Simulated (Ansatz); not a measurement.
Consider the cleavage of the Si–Sb bond: `N[Si](O)(Cl)[SbH2]` + HCl → `N[Si](O)(Cl)Cl` + stibine.

Computed with Ansatz on PBE0-D4/def2-TZVP structures; ΔE is electronic, products minus reactants. CCSD(T)/CBS is the MP2 limit (def2-TZVPP, def2-QZVPP) plus CCSD(T) − MP2 in def2-TZVPP, frozen cores. This one scheme is used for every species. def2 core potentials past Kr. For Sb outer-core shells are correlated without core-valence functions, which leaves a few kJ/mol of doubt a bond. Each species was taken in one conformer, which may not be the lowest.

```
         level  ΔE (kJ/mol)
MP2/def2-TZVPP        -72.6
 HF/def2-QZVPP        -94.4
```

Problem. What does CCSD(T)/CBS give? (Estimate.)

Solution. Computed: -68.7 kJ/mol. The listed levels differ from it by -3.9, -25.7 kJ/mol.

Largest T1 diagnostic among the species: 0.014.

The D4 term adds +5.6 kJ/mol with B3LYP and +3.5 kJ/mol with PBE0; it sums over pairs of atoms, weighted by their polarisabilities, and B3LYP, whose exchange is more repulsive, gets the larger term. From PBE to PBE0 (25 % exact exchange), in def2-TZVPP and without D4, ΔE moves by −5.8 kJ/mol.

B3LYP here is the variant with VWN-RPA as its local correlation; programs differ in this.
